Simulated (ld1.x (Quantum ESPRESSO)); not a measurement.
## Reading a pseudo-wave (phosphorus)

Columns: radius, all-electron u(r) and pseudo u(r) of the 3s shell (level -14.02 eV) of phosphorus in the configuration [Ne] 3s2 3p3; LDA (PZ), scalar-relativistic, ultrasoft scheme, ld1.x (Quantum ESPRESSO) 7.5.

```tsv
r (bohr)	all-electron	pseudo
0.103	0.1125	0.0163
0.206	-0.2037	0.0374
0.309	-0.3678	0.0676
0.412	-0.3568	0.1100
0.515	-0.2370	0.1658
0.618	-0.0673	0.2347
0.721	0.1134	0.3144
0.824	0.2830	0.4010
0.927	0.4300	0.4895
1.030	0.5503	0.5744
1.133	0.6433	0.6500
1.236	0.7110	0.7118
1.339	0.7562	0.7562
1.442	0.7819	0.7819
1.545	0.7914	0.7914
1.648	0.7879	0.7879
1.751	0.7739	0.7739
1.854	0.7521	0.7521
1.957	0.7244	0.7244
2.060	0.6925	0.6925
2.163	0.6579	0.6579
2.266	0.6217	0.6217
2.369	0.5848	0.5848
2.472	0.5480	0.5480
2.575	0.5117	0.5117
2.678	0.4764	0.4764
```

Problem. How many radial nodes do the two functions have?

Solution. The all-electron 3s function has n − l − 1 = 2; the pseudo-wave has 0, since the states of the same l below it are removed with the core.

Problem. At about which radius was the pseudo-wave matched?

Solution. 1.35 bohr, where the columns begin to agree (steps of 0.10 bohr).

Problem. Is the pseudo-wave norm-conserving?

Solution. No, it belongs to an ultrasoft set: the norm inside the radius is not constrained, and the difference is carried by the augmentation charge.
